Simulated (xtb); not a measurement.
xtb input (GFN2-xTB):

```bash
xtb mol.xyz --gfn 2 --sp --chrg -1 --uhf 0
```
mol.xyz:
```
10

C     -1.36090758    -0.74492313     0.05796310
B     -0.09801481    -0.01661416    -0.01562572
C      1.30082692    -0.51887884     0.60266465
O      0.05501789     1.26905160    -0.66470020
H     -2.29988469    -0.38190430    -0.37089797
H     -1.46138891    -1.71174310     0.54971718
H      2.07507564    -0.61414671    -0.17183917
H      1.69712585     0.19394759     1.33969846
H      1.20563674    -1.49023284     1.09816572
H     -0.80614980     1.51754917    -1.01288049
```

Output:

```
           -------------------------------------------------
          |                Calculation Setup                |
           -------------------------------------------------

           -------------------------------------------------
          |                 G F N 2 - x T B                 |
           -------------------------------------------------

        Reference                      10.1021/acs.jctc.8b01176
      * Hamiltonian:
        H0-scaling (s, p, d)           1.850000    2.230000    2.230000
        zeta-weighting                 0.500000
      * Dispersion:
        s8                             2.700000
        a1                             0.520000
        a2                             5.000000
        s9                             5.000000
      * Repulsion:
        kExp                           1.500000    1.000000
        rExp                           1.000000
      * Coulomb:
        alpha                          2.000000
        third order                    shell-resolved
        anisotropic                    true
        a3                             3.000000
        a5                             4.000000
        cn-shift                       1.200000
        cn-exp                         4.000000
        max-rad                        5.000000

          ...................................................
          :                      SETUP                      :
          :.................................................:
          :  # basis functions                  22          :
          :  # atomic orbitals                  22          :
          :  # shells                           14          :
          :  # electrons                        24          :
          :  max. iterations                   250          :
          :  Hamiltonian                  GFN2-xTB          :
          :  restarted?                      false          :
          :  GBSA solvation                  false          :
          :  PC potential                    false          :
          :  electronic temp.          300.0000000     K    :
          :  accuracy                    1.0000000          :
          :  -> integral cutoff          0.2500000E+02      :
          :  -> integral neglect         0.1000000E-07      :
          :  -> SCF convergence          0.1000000E-05 Eh   :
          :  -> wf. convergence          0.1000000E-03 e    :
          :  Broyden damping             0.4000000          :
          :  net charge                         -1          :
          :  unpaired electrons                  0          :
          ...................................................

 iter      E             dE          RMSdq      gap      omega  full diag
   1    -12.6161979 -0.126162E+02  0.702E+00    7.67       0.0  T
   2    -12.7131222 -0.969243E-01  0.729E+00    4.55       1.0  T
   3    -12.9278229 -0.214701E+00  0.331E+00    5.30       1.0  T
   4    -12.9192286  0.859430E-02  0.128E+00    4.92       1.0  T
   5    -12.9362810 -0.170524E-01  0.322E-01    5.29       1.0  T
   6    -12.9368121 -0.531035E-03  0.111E-01    5.22       1.0  T
   7    -12.9368753 -0.632175E-04  0.398E-02    5.24       1.0  T
   8    -12.9368780 -0.272583E-05  0.123E-02    5.24       2.6  T
   9    -12.9368788 -0.813052E-06  0.546E-03    5.23       5.8  T
  10    -12.9368792 -0.355305E-06  0.180E-03    5.23      17.6  T
  11    -12.9368792 -0.336725E-07  0.641E-04    5.23      49.3  T
  12    -12.9368792 -0.596977E-08  0.976E-05    5.23     324.1  T

   *** convergence criteria satisfied after 12 iterations ***

         #    Occupation            Energy/Eh            Energy/eV
      -------------------------------------------------------------
         1        2.0000           -0.4335507             -11.7975
       ...           ...                  ...                  ...
         6        2.0000           -0.2577539              -7.0138
         7        2.0000           -0.2529365              -6.8828
         8        2.0000           -0.2155484              -5.8654
         9        2.0000           -0.2124373              -5.7807
        10        2.0000           -0.1868325              -5.0840
        11        2.0000           -0.1509675              -4.1080
        12        2.0000           -0.0614060              -1.6709 (HOMO)
        13                          0.1309262               3.5627 (LUMO)
        14                          0.3167043               8.6180
        15                          0.3555488               9.6750
        16                          0.3906522              10.6302
        17                          0.4109353              11.1821
       ...                                ...                  ...
        22                          0.8375083              22.7898
      -------------------------------------------------------------
                  HL-Gap            0.1923322 Eh            5.2336 eV
             Fermi-level            0.0347601 Eh            0.9459 eV

 SCC (total)                   0 d,  0 h,  0 min,  0.003 sec
 SCC setup                      ...        0 min,  0.000 sec (  2.072%)
 Dispersion                     ...        0 min,  0.000 sec (  1.249%)
 classical contributions        ...        0 min,  0.000 sec (  0.436%)
 integral evaluation            ...        0 min,  0.000 sec ( 13.317%)
 iterations                     ...        0 min,  0.001 sec ( 51.644%)
 molecular gradient             ...        0 min,  0.001 sec ( 28.769%)
 printout                       ...        0 min,  0.000 sec (  2.327%)

         :::::::::::::::::::::::::::::::::::::::::::::::::::::
         ::                     SUMMARY                     ::
         :::::::::::::::::::::::::::::::::::::::::::::::::::::
         :: total energy             -12.796197648830 Eh    ::
         :: gradient norm              0.034089015420 Eh/a0 ::
         :: HOMO-LUMO gap              5.233625736381 eV    ::
         ::.................................................::
         :: SCC energy               -12.936876154953 Eh    ::
         :: -> isotropic ES            0.195129023456 Eh    ::
         :: -> anisotropic ES          0.016295020143 Eh    ::
         :: -> anisotropic XC          0.001491142070 Eh    ::
         :: -> dispersion             -0.004990095723 Eh    ::
         :: repulsion energy           0.140678506123 Eh    ::
         :: add. restraining           0.000000000000 Eh    ::
         :: total charge              -1.000000000000 e     ::
         :::::::::::::::::::::::::::::::::::::::::::::::::::::

           -------------------------------------------------
          |                Property Printout                |
           -------------------------------------------------

    * Orbital Energies and Occupations

         #    Occupation            Energy/Eh            Energy/eV
      -------------------------------------------------------------
         1        2.0000           -0.4335507             -11.7975
         2        2.0000           -0.3629367              -9.8760
         3        2.0000           -0.3184636              -8.6658
         4        2.0000           -0.2940775              -8.0023
         5        2.0000           -0.2593849              -7.0582
         6        2.0000           -0.2577539              -7.0138
         7        2.0000           -0.2529365              -6.8828
         8        2.0000           -0.2155484              -5.8654
         9        2.0000           -0.2124373              -5.7807
        10        2.0000           -0.1868325              -5.0840
        11        2.0000           -0.1509675              -4.1080
        12        2.0000           -0.0614060              -1.6709 (HOMO)
Note: The following floating-point exceptions are signalling: IEEE_UNDERFLOW_FLAG IEEE_DENORMAL
normal termination of xtb
        13                          0.1309262               3.5627 (LUMO)
        14                          0.3167043               8.6180
        15                          0.3555488               9.6750
        16                          0.3906522              10.6302
        17                          0.4109353              11.1821
        18                          0.4199833              11.4283
        19                          0.4273150              11.6278
        20                          0.5269909              14.3402
        21                          0.6441656              17.5286
        22                          0.8375083              22.7898
      -------------------------------------------------------------
                  HL-Gap            0.1923322 Eh            5.2336 eV
             Fermi-level            0.0347601 Eh            0.9459 eV

     #   Z          covCN         q      C6AA      α(0)
     1   6 C        2.755    -0.322    37.061     9.969
     2   5 B        2.583     0.230    18.612     7.347
     3   6 C        3.665    -0.154    23.786     6.995
     4   8 O        1.587    -0.591    24.987     6.746
     5   1 H        0.924    -0.125     6.534     3.997
     6   1 H        0.925    -0.121     6.350     3.941
     7   1 H        0.923    -0.044     3.941     3.105
     8   1 H        0.923    -0.044     3.941     3.105
     9   1 H        0.924    -0.046     3.994     3.125
    10   1 H        0.805     0.216     1.038     1.600

 Mol. C6AA /au·bohr⁶  :       1039.332285
 Mol. C8AA /au·bohr⁸  :      22530.169296
 Mol. α(0) /au        :         49.928984

Wiberg/Mayer (AO) data.
largest (>0.10) Wiberg bond orders for each atom

 ---------------------------------------------------------------------------
     #   Z sym  total        # sym  WBO       # sym  WBO       # sym  WBO
 ---------------------------------------------------------------------------
     1   6 C    3.730 --     2 B    1.696     6 H    0.974     5 H    0.970
     2   5 B    3.523 --     1 C    1.696     3 C    0.908     4 O    0.904
     3   6 C    3.903 --     9 H    0.992     8 H    0.986     7 H    0.986
                             2 B    0.908
     4   8 O    1.923 --    10 H    0.938     2 B    0.904
     5   1 H    0.984 --     1 C    0.970
     6   1 H    0.985 --     1 C    0.974
     7   1 H    0.998 --     3 C    0.986
     8   1 H    0.998 --     3 C    0.986
     9   1 H    0.998 --     3 C    0.992
    10   1 H    0.953 --     4 O    0.938
 ---------------------------------------------------------------------------

Topologies differ in total number of bonds
Writing topology from bond orders to xtbtopo.mol

molecular dipole:
                 x           y           z       tot (Debye)
 q only:        0.477       0.446      -0.119
   full:        0.518       0.473      -0.123       1.810
molecular quadrupole (traceless):
                xx          xy          yy          xz          yz          zz
 q only:       -4.615      -4.372      -0.052      -0.275       2.054       4.667
  q+dip:       -2.366      -4.440      -0.904       0.827       1.415       3.270
   full:       -3.014      -5.106      -0.606       0.972       1.195       3.620

           -------------------------------------------------
          | TOTAL ENERGY              -12.796197648830 Eh   |
          | GRADIENT NORM               0.034089015420 Eh/α |
          | HOMO-LUMO GAP               5.233625736381 eV   |
           -------------------------------------------------

------------------------------------------------------------------------
------------------------------------------------------------------------
 total:
 SCF:
```

It need not be the lowest isomer of its formula. Whether it binds its extra electron was not tested at this geometry.
